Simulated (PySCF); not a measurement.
Computed shifts of a molecule C5H8Si, PBE0/pcSseg-1 in PySCF, GIAO, gas phase, atoms alike by connectivity averaged where their shifts nearly agree, in ppm (number of nuclei): ¹³C: 90.2 (1), 73.9 (1), 18.3 (1), 8.8 (1), 2.0 (1). ²⁹Si: -58.1 (1). ¹H: 4.26 (3), 2.03 (1), 1.80 (1), 1.34 (1), 0.91 (1), 0.23 (1). References: ¹³C against TMS (σ = 186.3 ppm); ²⁹Si against TMS (σ = 352.7 ppm); ¹H against TMS (σ = 31.56 ppm), references at their B3LYP-D3(BJ)/def2-TZVP geometries, non-relativistic. The structure is a stationary point at ωB97X-D3(BJ)/def2-SVP. The values are those of a single conformer.

Task: Which molecule gave these data?
(A) [SiH3]C1=CC=CC1
(B) C=C1C=CC[SiH2]1
(C) C#C[C@@H]1C[C@@H]1[SiH3]
(D) C=C1CC=C[SiH2]1

Result: C, C#C[C@@H]1C[C@@H]1[SiH3]
